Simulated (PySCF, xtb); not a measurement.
C₂H₆NO, SMILES CC(N)=[OH+], charge +1.

GFN2-xTB run with xtb at its own geometry gives an orbital gap of 5.60 eV.

The structure is a stationary point at B3LYP-D3(BJ)/def2-SVP. The isomer is the one that the SMILES or the coordinates give; other isomers of the formula were not compared. The values are those of a single conformer.

What does PBE/def2-TZVP (PySCF) give? (An estimate is asked for; the answer gives what the named calculation found.)

gap 6.19 eV (levels -13.73 and -7.54 eV).
